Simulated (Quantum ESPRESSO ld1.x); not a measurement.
The run below uses ld1.x (Quantum ESPRESSO 7.5).

```
 &input
    atom='La',
    iswitch=1,
    rel=2,
    dft='BP',
    config='[Xe] 5d0.5 6d0.5 6s0 6p0',
    rel_dist='energy',
    verbosity='high',
    lsmall=.true.,
    prefix='ld1',
    max_out_wfc=37,
    file_charge='ld1.rho',
 /
```

Command: `OMP_NUM_THREADS=1 ld1.x < ld1.in > ld1.out`

It prints (banner and zero overlaps left out):

```
     Program LD1 v.7.5 starts

     --------------------------- All-electron run ----------------------------

     dirac relativistic calculation

     atomic number is 57.00
     dft =BP   lsd =0 sic =0 latt =0  beta=0.20 tr2=1.0E-14
     Exchange-correlation= BP
                           (   1   1   1   1   0   0   0)
     mesh =2083 r(mesh) = 100.78089 a.u. xmin = -8.00 dx = 0.00800
     1 Ry =  13.60569312 eV, c = 137.03599908

     n l j   nl                  e(Ry)          e(Ha)          e(eV)
     Spin orbit split results
     1 0 0.5 1S 1( 2.00)   -2847.459199574   -1423.729599787 -38741.6560497
     2 0 0.5 2S 1( 2.00)    -454.052189351    -227.026094675  -6177.6947501
     2 1 0.5 2P 1( 2.00)    -428.279340131    -214.139670065  -5827.0372727
     2 1 1.5 2P 1( 4.00)    -397.901647063    -198.950823531  -5413.7277031
     3 0 0.5 3S 1( 2.00)     -98.017402530     -49.008701265  -1333.5946995
     3 1 0.5 3P 1( 2.00)     -87.152992397     -43.576496198  -1185.7768693
     3 1 1.5 3P 1( 4.00)     -81.233104922     -40.616552461  -1105.2326970
     4 0 0.5 4S 1( 2.00)     -20.697038338     -10.348519169   -281.5975522
     4 1 0.5 4P 1( 2.00)     -16.699873833      -8.349936917   -227.2133586
     4 1 1.5 4P 1( 4.00)     -15.439506444      -7.719753222   -210.0651867
     3 2 1.5 3D 1( 4.00)     -62.204321218     -31.102160609   -846.3329054
     3 2 2.5 3D 1( 6.00)     -60.938057259     -30.469028630   -829.1045066
     5 0 0.5 5S 1( 2.00)      -3.975049615      -1.987524807    -54.0833052
     5 1 0.5 5P 1( 2.00)      -2.878705265      -1.439352633    -39.1667804
     5 1 1.5 5P 1( 4.00)      -2.688227032      -1.344113516    -36.5751920
     4 2 1.5 4D 1( 4.00)      -8.888175955      -4.444087978   -120.9297945
     4 2 2.5 4D 1( 6.00)      -8.669393134      -4.334696567   -117.9531025
     5 2 1.5 5D 1( 0.50)      -1.233178917      -0.616589459    -16.7782539
     5 2 2.5 5D 1( 0.00)      -1.213536271      -0.606768136    -16.5110021
     6 2 1.5 6D 1( 0.50)      -0.512324278      -0.256162139     -6.9705269
     6 2 2.5 6D 1( 0.00)      -0.509143645      -0.254571823     -6.9272522
     6 0 0.5 6S 1( 0.00)      -1.080072045      -0.540036023    -14.6951288
     6 1 0.5 6P 1( 0.00)      -0.830366791      -0.415183396    -11.2977157
     6 1 1.5 6P 1( 0.00)      -0.801956329      -0.400978164    -10.9111717
     Averaged results
     1 0     1S 1( 2.00)   -2847.459199574   -1423.729599787 -38741.6560497
     2 0     2S 1( 2.00)    -454.052189351    -227.026094675  -6177.6947501
     2 1     2P 1( 6.00)    -408.027544752    -204.013772376  -5551.4975596
     3 0     3S 1( 2.00)     -98.017402530     -49.008701265  -1333.5946995
     3 1     3P 1( 6.00)     -83.206400747     -41.603200373  -1132.0807544
     4 0     4S 1( 2.00)     -20.697038338     -10.348519169   -281.5975522
     4 1     4P 1( 6.00)     -15.859628907      -7.929814454   -215.7812440
     3 2     3D 1(10.00)     -61.444562843     -30.722281421   -835.9958661
     5 0     5S 1( 2.00)      -3.975049615      -1.987524807    -54.0833052
     5 1     5P 1( 6.00)      -2.751719777      -1.375859888    -37.4390548
     4 2     4D 1(10.00)      -8.756906262      -4.378453131   -119.1437793
     5 2     5D 1( 0.50)      -1.221393330      -0.610696665    -16.6179028
     6 2     6D 1( 0.50)      -0.510415898      -0.255207949     -6.9445621
     6 0     6S 1( 0.00)      -1.080072045      -0.540036023    -14.6951288
     6 1     6P 1( 0.00)      -0.811426483      -0.405713241    -11.0400197

     final scf error:  5.1E-15 reached in  29 iterations

     Etot =  -16996.143802 Ry,   -8498.071901 Ha, -231244.316842 eV

     Ekin =   18190.182472 Ry,    9095.091236 Ha,  247490.040568 eV
     Encl =  -41286.930093 Ry,  -20643.465047 Ha, -561737.300838 eV
     Eh   =    6510.305132 Ry,    3255.152566 Ha,   88577.213760 eV
     Exc  =    -409.701313 Ry,    -204.850656 Ha,   -5574.270333 eV
```

Run on one thread of a shared host, so times are rough (Intel(R) Xeon(R) Processor @ 2.60GHz): 0.87 s of CPU time, 0.94 s wall, 29 iterations on 2083 mesh points.
